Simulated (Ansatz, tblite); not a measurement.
Cost and result up the ladder for the cluster PdAu₃ (4 atoms). Total charge 0; doublet. Geometry: r2SCAN-D4/def2-SVP.

```xyz
4

Pd   -0.3423   -1.1932   -0.5711
Au   -2.1373    0.7242   -0.2153
Au    0.3380    1.1794    0.5657
Au    2.1416   -0.7104    0.2208
```

Ansatz on 4 threads of Arm Neoverse V2 on a shared host; xTB runs through tblite on one thread. Times are rough, summed over both states, and most runs start from the orbitals of an earlier one. PBE-QIDH/def2-TZVP serves as the yardstick here, not as an exact answer. The other state is a quartet at its own geometry.

In the def2 sets Au, Pd take a core potential; there is no spin–orbit coupling. The xTB rows come from tblite. Correlated methods freeze no core orbitals; core or outer-core shells of Pd, Au are correlated, in sets that lack core-valence functions. The structure comes from a short search, and lower isomers may exist.

Correlated methods converge slowly with the basis.

xTB has no spin-polarisation term.

```csv
level,functions,wall time
GFN1-xTB,36,0.009 s
GFN2-xTB,36,0.009 s
revPBE-D4/def2-TZVP,160,12 s
PBE-D4/def2-TZVP,160,13 s
MP2/def2-TZVP,160,19 s
HF/def2-TZVP,160,20 s
RPA@PBE/def2-TZVP,160,25 s
PBE0-D4/def2-TZVP,160,26 s
PBE-QIDH/def2-TZVP,160,37 s
r2SCAN-D4/def2-TZVP (with forces),160,44 s
CAM-B3LYP-D4/def2-TZVP,160,48 s
B97M-V/def2-TZVP,160,87 s
```

Problem. Estimate what each level gives for the quartet − doublet (eV).

Solution. 
```tsv
level	quartet − doublet (eV)	difference from PBE-QIDH/def2-TZVP (eV)	remarks
GFN1-xTB	1.68	0.07	–
GFN2-xTB	2.51	0.90	–
revPBE-D4/def2-TZVP	1.39	-0.22	–
PBE-D4/def2-TZVP	1.39	-0.22	–
MP2/def2-TZVP	1.73	0.11	spin-contaminated (⟨S²⟩ 0.84) (doublet)
HF/def2-TZVP	1.03	-0.58	spin-contaminated (⟨S²⟩ 0.84) (doublet)
RPA@PBE/def2-TZVP	1.27	-0.34	–
PBE0-D4/def2-TZVP	1.55	-0.06	–
PBE-QIDH/def2-TZVP	1.61	0.00	–
r2SCAN-D4/def2-TZVP (with forces)	1.35	-0.26	–
CAM-B3LYP-D4/def2-TZVP	1.57	-0.04	–
B97M-V/def2-TZVP	1.45	-0.16	–
```
